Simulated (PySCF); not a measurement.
SMILES Cl[SiH2][SiH2][GeH3] (H₇ClGeSi₂), singlet, PBE0/def2-SVP optimised geometry. Atoms within 1.6 Å of the plane z = 0.6 Å (x, y, z in Å): Si1 (-2.03, 0.52, 0.00), Cl2 (-2.71, 2.48, 0.00), Si3 (0.32, 0.52, 0.00), Ge4 (1.17, -1.72, 0.00), H6 (-2.56, -0.17, 1.21), H7 (0.80, 1.24, 1.22), H10 (0.66, -2.48, 1.24), H11 (2.71, -1.70, 0.02).

Calculation: PySCF with PBE0/def2-TZVP.

Map of the electrostatic potential (hartree/e), clipped to [-0.08, 0.12] on the plane z = 0.6 Å:

```
|                ...........|
|                ...........|
|     .          ...........|
|    .::.       ............|
|   .=%@#:     .............|
|   :@@@@%.   ..............|
|   =@@@@@-.................|
|   =@@@@@+:::--::..........|
|   :@@@@@#+=+***=:.........|
|   .+@@@@@@%@@@@@=:........|
|  .:+@@@@@@@@@@@@#-:.......|
|...-#@@@@@@@@@@@@@=::......|
|..:-#@@@@@@@@@@@@@+-:......|
|...:+@@@@@@@@@@@@@+-:......|
|...:-%@@@@@@@@@@@@*=::.....|
|....:=#@@@#*%@@@@@@*-:.....|
|....::-=++++*@@@@@@@#=:....|
|.....::----=*@@@@@@@@@-:...|
|......:::---+@@@@@@@@%-:...|
|.......::::-=@@@@@@@*=:....|
|........::::-*@@@@@+-:.....|
|...........::-+#%#+-:......|
|.............::----:.......|
|................:::........|
|...........................|
|...........................|
|...........................|
```
Scale: ten equal steps from -0.016 (start of ' ') to 0.120 (end of '@'), in the order ' .:-=+*#%@'; x runs from -5.00 to 5.00, y from -5.00 (bottom) to 5.00 (top).
